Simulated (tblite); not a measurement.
C4H11F2GeN.
SMILES with atom numbers: `[CH3:1][NH:2][GeH2:3][C@@H:4]([F:5])[C@H:6]([CH3:7])[F:8]` (hydrogens: H9, H10, H11 on C1; H12 on N2; H13, H14 on Ge3; H15 on C4; H16 on C6; H17, H18, H19 on C7)

Computed with GFN2-xTB (tblite), gas phase: L-BFGS steps from a force-field or distance-geometry start until the largest atomic force falls under 0.01 eV/Å.

Step 21: E = -774.8975 eV
```
atom  x, y, z in Å  |  force x, y, z in eV/Å
C1      3.4527    0.4263   -0.7072    0.073   0.041  -0.019
N2      2.2623    0.1490    0.0826   -0.006   0.007   0.068
Ge3     0.8805   -0.8759   -0.4856   -0.134   0.027  -0.039
C4     -0.6947   -0.0784    0.5068    0.145  -0.058  -0.051
F5     -0.4316    1.2809    0.6167   -0.026  -0.042   0.077
C6     -2.0184   -0.2325   -0.2267    0.093  -0.006   0.032
C7     -3.2078    0.3550    0.5194   -0.048  -0.028  -0.007
F8     -2.1958   -1.5927   -0.4265    0.067   0.032  -0.019
H9      3.2222    0.6438   -1.7545    0.022   0.007  -0.036
H10     4.1393   -0.4207   -0.6835   -0.092  -0.100   0.017
H11     3.9672    1.2850   -0.2850    0.087   0.043  -0.003
H12     1.9614    0.9836    0.5641   -0.040   0.032  -0.029
H13     0.7075   -0.8304   -1.9991   -0.074   0.057   0.076
H14     1.1537   -2.3087   -0.1233   -0.045  -0.031   0.061
H15    -0.7629   -0.4652    1.5326   -0.057   0.073  -0.134
H16    -1.9300    0.2059   -1.2285    0.052   0.014   0.004
H17    -3.6424   -0.3977    1.1683    0.046  -0.077   0.119
H18    -2.9044    1.2091    1.1210    0.045  -0.036  -0.084
H19    -3.9686    0.6728   -0.1841   -0.107   0.043  -0.033
```

Step 22: E = -774.9035 eV
```
atom  x, y, z in Å  |  force x, y, z in eV/Å
C1      3.4595    0.4231   -0.7069    0.110   0.046  -0.029
N2      2.2642    0.1508    0.0733   -0.032  -0.002   0.103
Ge3     0.8794   -0.8690   -0.4897   -0.197  -0.029  -0.016
C4     -0.6904   -0.0740    0.5141    0.082  -0.050  -0.067
F5     -0.4353    1.2862    0.6276    0.010  -0.034   0.095
C6     -2.0128   -0.2261   -0.2240    0.026  -0.024   0.033
C7     -3.2138    0.3494    0.5180   -0.014  -0.023  -0.002
F8     -2.1857   -1.5844   -0.4366    0.066  -0.016   0.005
H9      3.2353    0.6479   -1.7523    0.028   0.031  -0.081
H10     4.1426   -0.4255   -0.6862   -0.093  -0.156   0.020
H11     3.9809    1.2718   -0.2754    0.084   0.092   0.003
H12     1.9609    0.9863    0.5507   -0.034   0.062  -0.018
H13     0.6759   -0.8366   -1.9999   -0.046   0.069   0.076
H14     1.1491   -2.3005   -0.1181   -0.038  -0.030   0.048
H15    -0.7584   -0.4662    1.5388   -0.058   0.092  -0.160
H16    -1.9214    0.2122   -1.2259    0.049   0.066   0.033
H17    -3.6356   -0.4051    1.1770    0.065  -0.027   0.051
H18    -2.9252    1.2146    1.1122    0.062  -0.059  -0.091
H19    -3.9790    0.6541   -0.1890   -0.073  -0.009  -0.001
```

**Question.** Estimate the geometry and energy of step 23. (The exact step hangs on the optimiser's Hessian estimate; all steps are aligned on step 22, rigid shifts and turns removed.)

**Answer.** E = -774.9104 eV, largest force 0.205 eV/Å
```
atom  x, y, z in Å  |  force x, y, z in eV/Å
C1      3.4671    0.4199   -0.7061    0.100   0.031  -0.023
N2      2.2662    0.1529    0.0674   -0.046  -0.004   0.098
Ge3     0.8753   -0.8605   -0.4940   -0.173  -0.083   0.023
C4     -0.6843   -0.0699    0.5192   -0.035  -0.009  -0.069
F5     -0.4410    1.2914    0.6410    0.056  -0.016   0.098
C6     -2.0057   -0.2202   -0.2227   -0.060  -0.036   0.009
C7     -3.2182    0.3424    0.5161    0.028  -0.024  -0.002
F8     -2.1734   -1.5766   -0.4484    0.068  -0.072   0.029
H9      3.2463    0.6513   -1.7500    0.047   0.054  -0.099
H10     4.1432   -0.4338   -0.6887   -0.098  -0.179   0.020
H11     3.9966    1.2590   -0.2660    0.069   0.108  -0.002
H12     1.9588    0.9922    0.5357   -0.024   0.079  -0.017
H13     0.6402   -0.8396   -1.9985   -0.017   0.078   0.061
H14     1.1405   -2.2903   -0.1098   -0.033  -0.020   0.026
H15    -0.7550   -0.4672    1.5410   -0.052   0.082  -0.142
H16    -1.9112    0.2180   -1.2248    0.039   0.120   0.062
H17    -3.6236   -0.4137    1.1878    0.076   0.036  -0.034
H18    -2.9422    1.2184    1.1009    0.077  -0.066  -0.082
H19    -3.9894    0.6356   -0.1926   -0.022  -0.079   0.042
```

The energy changes by -0.0069 eV. The first-order estimate −F·Δx gives -0.0093 eV and the mean of the old and new forces, exact on a quadratic surface, -0.0068 eV. The step makes an angle of 75° with the force vector and moves no atom by more than 0.036 Å.

What follows is the cost of the whole relaxation. On one thread of an Arm Neoverse V1, no GPU, on a shared host, this took 1.0 s.
